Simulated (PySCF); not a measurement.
Excitation energy of Br by level of theory

Br [Ar] 3d10 4s2 4p5 (2P) → Br [Ar] 3d10 4s1 4p5 5s1 (4P), as a difference of total energies. All numbers are calculated (PySCF 2.14, a scalar-relativistic core potential, in aug-cc-pwCVTZ-PP with ECP10MDF). Correlated levels: valence: 3s2 3p6 3d10 frozen; valence and next inner shell: nothing frozen outside the core potential. The calculations carry no spin-orbit coupling.

```
                                method  excitation energy (eV)
                                   UHF                  21.603
                                   LDA                  20.928
                                   PBE                  20.681
                                  PBE0                  21.146
                                r2SCAN                  21.166
                                  MN15                  20.572
                                  PW91                  20.745
                                 TPSSh                  21.104
                               LC-wPBE                  21.671
                         MP2 (valence)                  20.172
                     SCS-MP2 (valence)                  19.972
    MP2 (valence and next inner shell)                  20.270
SCS-MP2 (valence and next inner shell)                  20.028
```

Problem. How much does correlation contribute at MP2 (valence and next inner shell)?

Solution. 20.270 − (21.603) = -1.333 eV, measured against UHF.

The upper state lies above the first ionisation limit, where it may autoionise and the basis confines it. A Rydberg-like electron needs more diffuse functions than a valence basis has.

The promoted electron is Rydberg-like, and one or two diffuse shells describe it only roughly, which tends to raise the upper state.
